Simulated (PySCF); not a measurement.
C₆H₅ClO₂S.
SMILES with atom numbers: `[O:1]=[S:2](=[O:3])([Cl:4])[c:5]1[cH:6][cH:7][cH:8][cH:9][cH:10]1`

Definitions: NICS(0) = −σiso at the ring centroid; NICS(1) = −σiso and NICS(1)zz = −σzz at ±1 Å along the ring normal z. Level: GIAO B3LYP/pcSseg-1 (PySCF, non-relativistic, gas phase) on the PBE0-D3(BJ)/def2-SVP geometry, one conformer.

Ring bond lengths (Å): C5–C6 1.393, C6–C7 1.392, C7–C8 1.395, C8–C9 1.396, C9–C10 1.392, C10–C5 1.393.

Task: Give the NICS values of each ring in ppm.

Result: 
```
              ring                                              type  NICS(0)  NICS(1), two faces  NICS(1)zz, two faces  rms pucker (Å)  centre to ring atoms, mean (Å)
C5–C6–C7–C8–C9–C10  6-membered carbocycle; formal bonds all aromatic     -9.7       -11.3 / -11.7         -27.6 / -28.3            0.00                            1.39
```

Task: What can be read from them?

Result: 
- C5–C6–C7–C8–C9–C10: mean NICS(1)zz -27.9 ppm, shielded, aromatic by this magnetic criterion (flat ring, no four-coordinate atom).

Task: And the bond-length index? HOMA = 1 − mean of α(R − Ropt)² over the ring bonds, with Krygowski's 1993 parameters (CC: Ropt 1.388 Å, α 257.7 Å⁻²).

Result: 
- C5–C6–C7–C8–C9–C10: HOMA 0.99 = 1 − EN − GEO, with mean bond length 1.393 Å, EN = α(Ropt − mean)² = 0.007 and GEO = α × variance = 0.001. The geometric and the magnetic index point the same way.

Task: How shielded are the nuclei of the rings and their hydrogens (means over atoms taken as equivalent)?

Result: 
| atoms | environment | σ isotropic (ppm) | principal values of the symmetric part, first atom (ppm) |
| --- | --- | --- | --- |
| C5 | substituted aromatic carbon | 23.8 | -45.4, 4.5, 112.4 |
| C6 (×2) | aromatic CH carbon | 46.5 | -51.1, 19.0, 171.6 |
| C7 (×2) | aromatic CH carbon | 44.0 | -64.8, 26.7, 170.0 |
| C8 | aromatic CH carbon | 38.5 | -75.5, 20.2, 170.7 |
| H on C6 (×2) | aromatic hydrogen | 23.34 | 19.1, 22.5, 28.5 |
| H on C7 (×2) | aromatic hydrogen | 23.84 | 20.3, 24.3, 26.9 |
| H on C8 | aromatic hydrogen | 23.77 | 20.5, 24.1, 26.7 |

Task: How do the values depend on the level or the medium?

Result: 
```tsv
level	NICS(0), C5–C6–C7–C8–C9–C10	mean NICS(1)zz, C5–C6–C7–C8–C9–C10
B3LYP/pcSseg-1, gas	-9.7	-27.9
PBE0/pcSseg-1, gas	-9.7	-28.3
```

The geometry is the same throughout.

Time: 36 s wall; peak memory 1.2 GiB. Hardware: one thread, Arm Neoverse V1 (aarch64), shared host. This is the whole shielding run at B3LYP/pcSseg-1, SCF included.

The values belong to the conformer `[O:1]=[S:2](=[O:3])([Cl:4])[c:5]1[cH:6][cH:7][cH:8][cH:9][cH:10]1`: O1–S2–C5–C6 21°.
